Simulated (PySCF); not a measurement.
**CH6BNO2**

CH6BNO2 is a small molecule, neutral, singlet. The structure, one conformer, was relaxed in the gas phase by PBE0-D3(BJ)/def2-SVP. No frequency run checks that it is a minimum.

SMILES: CNB(O)O

```
atom   x (Å)   y (Å)   z (Å)
  O1  -2.118  -0.549   0.207
  B2  -0.893  -0.046  -0.173
  O3  -0.850   0.760  -1.280
  N4   0.310  -0.319   0.523
  C5   1.606   0.187   0.157
  H6  -2.086  -1.101   0.992
  H7  -1.730   0.869  -1.650
  H8   0.299  -0.919   1.337
  H9   1.499   0.839  -0.719
 H10   2.068   0.784   0.964
 H11   2.315  -0.617  -0.110
```

Shieldings: GIAO PBE0/pcSseg-2. Shifts are against computed references at the same level: C TMS (σ 184.1 ppm), H TMS (σ 31.24 ppm). Core levels by delta-SCF with SCAN, pcX-2 on the ionised atom and pcseg-1 elsewhere, spin-free X2C; from the vacuum level, for chosen atoms.

Q: Give the shieldings and core levels atom by atom.

A: 
| atoms | bonded to | σ (ppm) | δ (ppm) | core level (eV) |
| --- | --- | --- | --- | --- |
| O1 | 1 B + 1 H | 253.1 | - | 1s 538.83 |
| B2 | 1 N + 2 O | 79.1 | - | 1s 197.12 |
| O3 | 1 B + 1 H | 253.9 | - | 1s 538.63 |
| N4 | 1 B + 1 C + 1 H | 210.4 | - | 1s 404.80 |
| C5 | 1 N + 3 H | 154.4 | 29.7 | 1s 291.54 |
| H6 | 1 O | 29.32 | 1.92 | - |
| H7 | 1 O | 28.76 | 2.49 | - |
| H8 | 1 N | 30.18 | 1.06 | - |
| H9 H10 H11 | 1 C | 28.52 | 2.73 | - |

Values are those of this one static structure, with the three H of a rotating XH3 group averaged; atoms that internal rotation interchanges would show their mean in an NMR spectrum.

Q: By CAM-B3LYP/def2-SVPD (TDDFT singlets, Tamm-Dancoff triplets, ionisation by delta-SCF), where does absorption start, and what does vertical ionisation take?

A: The first singlet with intensity lies at 7.18 eV (f 0.006); what lies below it is dark. The lowest singlet lies at 5.88 eV (f 0.001), the strongest of the first 6 at 8.47 eV (f 0.052), the lowest triplet at 5.71 eV; vertical ionisation takes 9.40 eV.

The 3 runs behind this took 88 s in all, one thread each of Intel Xeon Platinum 8488C on a shared host, launched as `OMP_NUM_THREADS=1 python cluster_run.py task.json out`.
